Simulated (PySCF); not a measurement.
C₂H₆F₂Si₂, SMILES F/C=C(/[SiH3])[SiH2]F. Atoms are numbered in the order given.

```xyz
12

F     -0.3034     2.5609     0.0000
C      0.6640     1.6213     0.0000
C      0.3735     0.3154     0.0000
Si     1.7627    -0.9477     0.0000
Si    -1.4127    -0.2313     0.0000
F     -1.3561    -1.8679     0.0000
H      1.6549     2.0882     0.0000
H      3.0623    -0.2190     0.0000
H      1.6832    -1.8093     1.2087
H      1.6832    -1.8093    -1.2087
H     -2.1357     0.1994     1.2205
H     -2.1357     0.1994    -1.2205
```

Geometry: TPSSh-D3(BJ)/def2-SVP. The structure was generated by enumeration; whether it is a known compound was not checked. Other conformers were not sampled.

These are PBE/def2-TZVP run with PySCF values and carry that method's errors.

The molecule is in vacuum.

| Item | Value |
|---|---|
| total energy | -858.06706 hartree |
| point group | Cs |
| highest occupied level | -6.88 eV |
| lowest empty level | -2.01 eV |
| orbital gap | 4.87 eV |
| dipole moment | 0.324 e·Å |
| quadrupole, principal values (traceless, Buckingham form, about the centre of nuclear charge) | -4.29, 0.75, 3.54 D·Å |
| mean static polarisability | 77.9 bohr³ (11.55 Å³) |
| polarisability, principal values | 61.6, 83.8, 88.4 bohr³ |
